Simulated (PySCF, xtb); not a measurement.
C4H6ClF, SMILES ClCC/C=C/F. Other conformers were not sampled.

Harmonic wavenumbers (cm⁻¹) from GFN2-xTB (xtb) at its own minimum, in rising order: 83, 112, 198, 251, 294, 396, 581, 660, 718, 885, 926, 970, 997, 1091, 1122, 1132, 1188, 1244, 1259, 1273, 1341, 1437, 1447, 1737, 2935, 2962, 2986, 2992, 3078, 3105.

### Question
What does PBE-D3(BJ)/def2-SVP (PySCF) give at its own minimum? (An estimate is asked for; the answer gives what the named calculation found.)

### Answer
111, 121, 189, 253, 303, 416, 581, 646, 787, 874, 883, 916, 961, 1066, 1129, 1160, 1193, 1234, 1271, 1305, 1340, 1379, 1408, 1711, 2947, 2985, 3014, 3082, 3104, 3127. Paired by order, the mean absolute difference is 25 cm⁻¹ and the zero-point energies are 56.3 and 56.5 kcal/mol.
